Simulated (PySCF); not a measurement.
How methods differ on the excitation energy of Ba

Ba [Xe] 6s2 (1S) → Ba [Xe] 5d1 6s1 (3D), as a difference of total energies. Computed with PySCF 2.14 in aug-cc-pVTZ-X2C, with scalar relativity by spin-free X2C-1e. Correlated levels: valence: [Xe] frozen. The calculations carry no spin-orbit coupling.

| method | excitation energy (eV) | error (eV) |
| --- | --- | --- |
| UHF | 0.834 | -0.326 |
| MP2 (valence) | 1.226 | +0.066 |
| SCS-MP2 (valence) | 1.371 | +0.211 |
| CCSD (valence) | 1.348 | +0.188 |

Reference: 1.160 eV (measured; NIST levels, between the centres of gravity of the two terms).

Errors of the correlated levels include the incompleteness of this basis and the frozen core.

With two correlated electrons CCSD is exact in that space.
